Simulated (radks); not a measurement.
Co+, configuration [Ne] 3s1.75 3p6 3d8 4f0.25 (fractional occupations, a model configuration). Calculated with a radial shooting solver on a logarithmic mesh with Libxc functionals: non-relativistic Kohn-Sham, r2SCAN, spin-unpolarised, spherical densities, point nucleus; meta-GGA in the generalised Kohn-Sham scheme.

Local quantities along the radius. ELF = 1/(1 + alpha^2) is the electron localisation function; alpha = (tau - tau_W)/tau_unif compares the Pauli kinetic energy density with that of the uniform gas.

```
   r/bohr * ELF (the largest magnitude, 1, reaches the edge; | marks zero)
 0.001859 |                                                      *
 0.002182 |                                                      *
 0.002561 |                                                      *
 0.002981 |                                                      *
 0.003498 |                                                      *
 0.004105 |                                                      *
 0.004817 |                                                      *
 0.005608 |                                                      *
 0.006581 |                                                      *
 0.007723 |                                                      *
 0.009063 |                                                      *
  0.01055 |                                                      *
  0.01238 |                                                      *
  0.01453 |                                                      *
  0.01705 |                                                      *
  0.01985 |                                                      *
   0.0233 |                                                      *
  0.02734 |                                                      *
  0.03208 |                                                     *
  0.03735 |                                                    *
  0.04383 |                                                 *
  0.05143 |                                            *
  0.06036 |                                 *
  0.07083 |                      *
  0.08245 |               *
  0.09676 |               *
   0.1136 |                    *
   0.1333 |                              *
   0.1551 |                                      *
    0.182 |                                           *
   0.2136 |                                            *
   0.2507 |                                        *
   0.2919 |                             *
   0.3425 |              *
   0.4019 |         *
   0.4717 |               *
   0.5491 |                            *
   0.6444 |                                      *
   0.7562 |                                         *
   0.8874 |                                        *
    1.033 |                                    *
    1.212 |                            *
    1.423 |                  *
    1.669 |          *
    1.959 |     *
    2.281 |  *
    2.676 | *
    3.141 |*
    3.686 *
    4.291 *
    5.035 *
    5.909 *
    6.934 *
    8.073 *
    9.473 *
    11.12 *
    13.05 *
    15.19 *
    17.82 *
    20.92 *
    24.54 *
```

On this mesh the ELF has minima near r = 0.097, 0.40 bohr, which separate the shells, and maxima near 0.21 (0.82), 0.76 (0.76).
